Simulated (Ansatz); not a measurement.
C3H10O4Ti, SMILES `C[O][Ti]([OH])([O]C)[O]C`, 18 atoms. Total charge 0; spin multiplicity 1. Correlated methods include outer-core shells of Ti, which these sets cover unevenly. Scalar relativity is left out up to krypton. All runs use 5 threads of an AMD EPYC 7R13 on a shared host and a share of an NVIDIA H100 80 GB. Correlated methods freeze the cores. Open-shell runs search over several starts.

Task: Give the basis size and wall time and peak host memory of each of these runs in Ansatz. direct RPA on PBE orbitals/def2-TZVPP energy; RKS PBE0-D4/def2-TZVP relaxation (21 steps); UKS B3LYP-D4/def2-TZVPP energy of the cation; UKS PBE0-D4/def2-TZVPP energy of the cation; RKS BHLYP-D4/def2-TZVPP energy; RHF-CCSD(T)/def2-SVP energy; UKS PBE-D4/def2-TZVPP energy of the cation; RKS ωB97M-V/def2-QZVPP energy; RKS PBE-D4/def2-TZVPP energy and forces; RHF-MP2/def2-QZVPP energy; RKS CAM-B3LYP-D4/def2-TZVPP energy; UKS r2SCAN-D4/def2-TZVPP energy of the cation. (Estimate.)

Result: Ansatz gave: Other jobs shared the machine, so times are rough.

| level | job | functions | wall time | peak host memory (GiB) |
| --- | --- | --- | --- | --- |
| RKS BHLYP-D4/def2-TZVPP | energy | 421 | 7.5 s | 0.93 |
| RKS CAM-B3LYP-D4/def2-TZVPP | energy | 421 | 11 s | 0.93 |
| RKS PBE-D4/def2-TZVPP | energy and forces | 421 | 13 s | 0.93 |
| RHF-CCSD(T)/def2-SVP | energy | 179 | 14 s | 0.89 |
| RHF-MP2/def2-QZVPP | energy | 792 | 17 s | 1.4 |
| direct RPA on PBE orbitals/def2-TZVPP | energy | 421 | 21 s | 2 |
| UKS B3LYP-D4/def2-TZVPP | energy of the cation | 421 | 26 s | 1.1 |
| RKS ωB97M-V/def2-QZVPP | energy | 792 | 30 s | 1.5 |
| UKS r2SCAN-D4/def2-TZVPP | energy of the cation | 421 | 44 s | 1.2 |
| UKS PBE-D4/def2-TZVPP | energy of the cation | 421 | 47 s | 1.1 |
| UKS PBE0-D4/def2-TZVPP | energy of the cation | 421 | 49 s | 1.1 |
| RKS PBE0-D4/def2-TZVP | relaxation (21 steps) | 322 | 65 s | 1 |

B3LYP here is the variant with VWN-RPA as its local correlation; programs differ in this.
